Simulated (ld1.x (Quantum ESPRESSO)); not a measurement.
Ba (Z = 56): excitation energies, all-electron against TM

| Quantity | Value |
| --- | --- |
| Element | Ba |
| Generator | ld1.x (Quantum ESPRESSO) 7.5 |
| Type | norm-conserving Troullier–Martins (Kleinman–Bylander form) |
| Functional | LDA (PZ) |
| Relativity | fully relativistic |
| Frozen core | [Kr] 4d10 5s2 |
| Valence charge | 8 |
| Reference configuration | 5p6 5d0 6s2 6p0 |
| Partial waves | 6s (bound): rc 4.20 bohr; 5d (bound, empty): rc 2.45 bohr; 4f channel at 0.05 Ry: rc 3.50 bohr; 5p (bound): rc 2.80 bohr |
| Local potential | the p channel |
| Core correction | a·sin(br)/r model core inside 1.70 bohr |

Open shells are filled in proportion to 2j + 1 (rel_dist='average').

Energies are relative to the spin-unpolarised reference configuration 5p6 5d0 6s2 6p0; without spin polarisation the order of configurations can differ from experiment. Not all tests gave a result: 2 of 7 tests not solved or not reliable. Left out of the table: 5p6 5d0 6s0 6p2 (solver errors, printed error -7.0 eV); 5p6 5d0 6s0 6p1 (solver errors, printed error -1.8 eV). The p channel is local and has no spin–orbit splitting in the pseudo-atom.

```
valence configuration  charge  ΔE all-electron (eV)  error AE − PS (meV)
    5p6 5d0 6s1.5 6p0    +0.5                 2.211                 +0.2
      5p6 5d1 6s1 6p0       0                 1.351                  -15
      5p6 5d1 6s0 6p0      +1                 6.272                  -31
```

(1) What are ΔE and the potential's error for 5p6 5d0 6s1 6p0?

(2) What are ΔE and the potential's error for 5p6 5d0 6s0 6p0?

Levels in the configuration 5p6 5d0 6s1.5 6p0:

```csv
level,all-electron (eV),pseudo (eV)
5p j=1/2,-22.983,-21.519
5p j=3/2,-20.860,-21.519
6s j=1/2,-5.519,-5.518
```

Note: ghost states, extra bound levels that the all-electron valence spectrum of the same l lacks: p1/2 at -18.8 eV, s at -15.2 eV. A true bound ghost makes a file unfit for plane-wave use. The potential misses its own reference levels by up to 1.4 eV, so it is not fit for use.

Results:

(1) ΔE = 5.542 eV all-electron; the error (AE − PS) is +1.1 meV.

(2) ΔE = 15.709 eV all-electron; the error (AE − PS) is +5.5 meV.
